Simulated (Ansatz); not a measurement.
Ansatz results at the PBE0-D4/def2-TZVP geometry: HOMO energy (PBE/def2-TZVPP) -5.69 eV; LUMO energy (B3LYP/def2-TZVPP) -1.75 eV; size of the dipole moment (PBE/def2-TZVPP) 1.14 D.

Task: Which molecule gave them?
A. `[SiH3][SiH]1OPS1`
B. `B[C@]1(Cl)C[C@H]1Cl`
C. `CC1C=C1`
D. `BOB`

Result: A. The others give `BOB`: -7.19, -1.82, 0.34; `CC1C=C1`: -6.08, -0.15, 0.35; `B[C@]1(Cl)C[C@H]1Cl`: -6.71, -2.08, 2.16.

B3LYP here is the variant with VWN-RPA as its local correlation; programs differ in this.
